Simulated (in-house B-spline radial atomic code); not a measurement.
Nb⁸⁺. Computed with a B-spline radial atomic code. Model: all-electron spherical atom, spin shells full or empty, radial basis limit, no spin-orbit coupling, Breit or QED, empty-state partial waves extrapolated as (l+1/2)^-4, RPA, G0W0 and static COHSEX of the highest shell as one setting changes (uncorrelated shells keep exact exchange).

Empty levels are discrete states of a finite basis, so the steps are uneven.

Given: element Nb; charge 8; filled core Ar; hamiltonian one-electron scalar X2C; mean-field start Hartree-Fock; highest l of empty states 9; nuclear rms radius 4.324 fm; lowest nl shells left uncorrelated 0; highest mean-field shell 4p up; box radius 7.7 bohr.

Shell: 3d 5 5, 4s 1 1, 4p 3 0 (electrons up and down).

```json
{"highest empty level kept (hartree)": "27", "RPA correlation energy (hartree)": "-0.88777", "G0W0 level (eV)": "-161.11", "G0W0 minus most complete (meV)": "286.4", "COHSEX level (eV)": "-162.64", "linearised minus solved G0W0 (meV)": "0"}
{"highest empty level kept (hartree)": "54", "RPA correlation energy (hartree)": "-1.2016", "G0W0 level (eV)": "-161.22", "G0W0 minus most complete (meV)": "181.7", "COHSEX level (eV)": "-162.92", "linearised minus solved G0W0 (meV)": "0"}
{"highest empty level kept (hartree)": "94.5", "RPA correlation energy (hartree)": "-1.4584", "G0W0 level (eV)": "-161.28", "G0W0 minus most complete (meV)": "117.9", "COHSEX level (eV)": "-163.09", "linearised minus solved G0W0 (meV)": "0"}
{"highest empty level kept (hartree)": "162", "RPA correlation energy (hartree)": "?", "G0W0 level (eV)": "?", "G0W0 minus most complete (meV)": "?", "COHSEX level (eV)": "?", "linearised minus solved G0W0 (meV)": "?"}
{"highest empty level kept (hartree)": "270", "RPA correlation energy (hartree)": "-1.8917", "G0W0 level (eV)": "-161.35", "G0W0 minus most complete (meV)": "46.6", "COHSEX level (eV)": "-163.3", "linearised minus solved G0W0 (meV)": "0"}
{"highest empty level kept (hartree)": "486", "RPA correlation energy (hartree)": "-2.0801", "G0W0 level (eV)": "-161.38", "G0W0 minus most complete (meV)": "22.1", "COHSEX level (eV)": "-163.37", "linearised minus solved G0W0 (meV)": "0"}
{"highest empty level kept (hartree)": "810", "RPA correlation energy (hartree)": "-2.1715", "G0W0 level (eV)": "-161.39", "G0W0 minus most complete (meV)": "11.5", "COHSEX level (eV)": "-163.4", "linearised minus solved G0W0 (meV)": "0"}
{"highest empty level kept (hartree)": "1620", "RPA correlation energy (hartree)": "-2.2522", "G0W0 level (eV)": "-161.4", "G0W0 minus most complete (meV)": "5.5", "COHSEX level (eV)": "-163.42", "linearised minus solved G0W0 (meV)": "0"}
{"highest empty level kept (hartree)": "3240", "RPA correlation energy (hartree)": "-2.3046", "G0W0 level (eV)": "-161.4", "G0W0 minus most complete (meV)": "2", "COHSEX level (eV)": "-163.43", "linearised minus solved G0W0 (meV)": "0"}
{"highest empty level kept (hartree)": "6750", "RPA correlation energy (hartree)": "-2.3409", "G0W0 level (eV)": "-161.4", "G0W0 minus most complete (meV)": "0.4", "COHSEX level (eV)": "-163.43", "linearised minus solved G0W0 (meV)": "0"}
{"highest empty level kept (hartree)": "16200", "RPA correlation energy (hartree)": "?", "G0W0 level (eV)": "?", "G0W0 minus most complete (meV)": "?", "COHSEX level (eV)": "?", "linearised minus solved G0W0 (meV)": "?"}
{"highest empty level kept (hartree)": "54000", "RPA correlation energy (hartree)": "-2.3572", "G0W0 level (eV)": "-161.4", "G0W0 minus most complete (meV)": "0", "COHSEX level (eV)": "-163.43", "linearised minus solved G0W0 (meV)": "0"}
```

Task: What follows for highest empty level kept = 16200?

Result: RPA correlation energy -2.3539 hartree; G0W0 level -161.4 eV; G0W0 minus most complete 0.1 meV; COHSEX level -163.43 eV; linearised minus solved G0W0 0 meV.

Task: What follows for highest empty level kept = 162?

Result: RPA correlation energy -1.6914 hartree; G0W0 level -161.32 eV; G0W0 minus most complete 77.6 meV; COHSEX level -163.21 eV; linearised minus solved G0W0 0 meV.
